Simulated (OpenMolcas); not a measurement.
# Multiconfigurational calculation on Ta4+

Ta4+ with 6 ligands (ammonia) in octahedral coordination (S6) at 2.1 Å. Ligand basis ANO-RCC-VDZP.

Input:

```
&GATEWAY
Coord
25

Ta 0.0 0.0 0.0
N 2.100000 0.000000 0.000000
H 2.482099 0.945728 0.000000
H 2.482099 -0.472864 0.819024
H 2.482099 -0.472864 -0.819024
N 0.000000 2.100000 0.000000
H 0.000000 2.482099 0.945728
H 0.819024 2.482099 -0.472864
H -0.819024 2.482099 -0.472864
N -2.100000 0.000000 0.000000
H -2.482099 -0.945728 0.000000
H -2.482099 0.472864 -0.819024
H -2.482099 0.472864 0.819024
N 0.000000 -2.100000 0.000000
H 0.000000 -2.482099 -0.945728
H -0.819024 -2.482099 0.472864
H 0.819024 -2.482099 0.472864
N 0.000000 0.000000 2.100000
H 0.945728 0.000000 2.482099
H -0.472864 0.819024 2.482099
H -0.472864 -0.819024 2.482099
N 0.000000 0.000000 -2.100000
H -0.945728 0.000000 -2.482099
H 0.472864 -0.819024 -2.482099
H 0.472864 0.819024 -2.482099
Basis=Ta.ANO-RCC-VTZP,H.ANO-RCC-VDZP,N.ANO-RCC-VDZP
Group=XYZ
NoMove
AngMom=0.0 0.0 0.0
AMFI
RICD
&SEWARD
* reference wave functions (RASSCF and RASSI steps not shown): 1 electron in 5 orbitals (5d)
>>> COPY JOB001 $Project.JobIph
&CASPT2
Multistate=5 1 2 3 4 5
NoMult
Frozen=17 15
IPEA=0.25
Imaginary=0.1
MaxIter=60
WThr=0.0 0.3 0.05
PrWF=0.5
NoMix
```

Launched by
```bash
OMP_NUM_THREADS=1 MOLCAS_MEM=2457 MOLCAS_PROJECT=a pymolcas a.inp > a.log  # once for each step of the input, in one work folder
```

Output, cut to the results:

```
--- CASPT2 ---
Orbital specifications:
      -----------------------

      Symmetry species                           1   2
                                                ag  au
      Frozen orbitals                           17  15
      Inactive orbitals                         13  19
      Active orbitals                            5   0
      Secondary orbitals                       103 106
      Deleted orbitals                           0   0
      Number of basis functions                138 140
Type of calculation                        SS-CASPT2
      Fock operator                              state-specific
      IPEA shift                                 0.25
      Real shift                                 0.00
      Imaginary shift                            0.10
      The input orbitals will be transformed to quasi-canonical
Reference energy:      -15925.9360973779
      E2 (Non-variational):      -1.9790547270
      Shift correction:          -0.0013330284
      E2 (Variational):          -1.9803877554
      Total energy:          -15927.9164851333
      Residual norm:              0.0000002448
      Reference weight:           0.70006
      Contributions to the CASPT2 correlation energy
      Active & Virtual Only:         -0.0000000015
      One Inactive Excited:          -0.0572572941
      Two Inactive Excited:          -1.9217974313
Reference energy:      -15925.9330798774
      E2 (Non-variational):      -1.9806524951
      Shift correction:          -0.0013436157
      E2 (Variational):          -1.9819961108
      Total energy:          -15927.9150759882
      Residual norm:              0.0000003823
      Reference weight:           0.69948
      Contributions to the CASPT2 correlation energy
      Active & Virtual Only:         -0.0000000005
      One Inactive Excited:          -0.0588656012
      Two Inactive Excited:          -1.9217868934
::    CASPT2 Root  1     Total energy: -15927.91648513
::    CASPT2 Root  2     Total energy: -15927.91507599
::    CASPT2 Root  3     Total energy: -15927.91507602
::    CASPT2 Root  4     Total energy: -15927.67948122
::    CASPT2 Root  5     Total energy: -15927.67949598
```

Spin-orbit levels above the lowest, with the averaged single-state CASPT2 energies on the diagonal:

```csv
E (cm-1),Degeneracy,2S+1,g
0,2,2,0.16 0.16 0.38
210,2,2,0.00 0.00 0.15
3380,2,2,1.75 1.75 2.12
53240,2,2,0.10 0.10 2.09
53260,2,2,0.00 0.00 2.10
```

Over all roots computed the reference weight is 0.70; a low but even weight reflects the number of correlated electrons. The least metal-like active orbital is 69 % on the metal (Löwdin) and no ligand orbital is active, so the numbers are rough. Ligand-to-metal charge-transfer states are missing. With one d shell and no ligand orbital active, 10Dq can be off by a tenth or more. No measured value stands beside these numbers; the geometry was imposed, not optimised, and the real ion may take another.

The CASPT2 steps took 2.2 min on 1 thread of Intel(R) Xeon(R) Platinum 8559C (Emerald Rapids), with other jobs on the host; the integral step is not counted.
